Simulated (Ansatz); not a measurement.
`C[CH2][Sn]([OH])([Br])[N](C)C`, charge 0, multiplicity 1.

Q: Give a relaxed structure at PBE0-D4/def2-TZVP (the Gaussian-basis code of Ansatz). (An estimate is asked.)

A: The calculation gave: 
Z-matrix (Å, degrees):
```
C
C 1 1.521
H 1 1.093 2 110.6
H 1 1.092 2 111.5 3 119.8
H 1 1.092 2 111.6 3 -119.8
Sn 2 2.129 1 112.0 3 -179.4
H 2 1.092 1 112.1 3 60.3
H 2 1.093 1 111.5 3 -60.5
Br 6 2.489 2 112.8 1 -51.2
O 6 1.969 2 107.1 1 62.6
N 6 2.009 2 114.5 1 -171.3
H 10 0.960 6 113.1 2 -143.9
C 11 1.443 6 119.7 2 173.2
C 11 1.444 6 117.7 2 -42.9
H 13 1.092 11 110.6 6 -36.4
H 13 1.098 11 109.8 6 -154.7
H 13 1.101 11 113.2 6 85.3
H 14 1.098 11 109.9 6 153.3
H 14 1.094 11 111.0 6 35.1
H 14 1.101 11 113.5 6 -86.5
```
This is one stationary point; other conformers may exist.
